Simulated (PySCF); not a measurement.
All values below come from PBE-D3(BJ)/def2-TZVP // r2SCAN-D4/def2-SVP run with PySCF 2.14.0. All species are isolated molecules in the gas phase. 

Reference species: [Hf(Cl)(F)3] (neutral, multiplicity 1).

```json
{
 "LUMO": "-2.11 eV",
 "coordination_number": "4",
 "HOMO–LUMO gap": "6.45 eV"
}
```

Changed species: [Hf(Cl)3(F)] (1 of 4 Cl replaced by F; the reference has 3 of 4 Cl replaced by F).

**Question.** What does the change do to the LUMO, coordination number and HOMO–LUMO gap?

**Answer.** the LUMO drops by 0.70 eV, to -2.81 eV; the coordination number stays essentially unchanged; the HOMO–LUMO gap falls by 0.95 eV, to 5.50 eV.
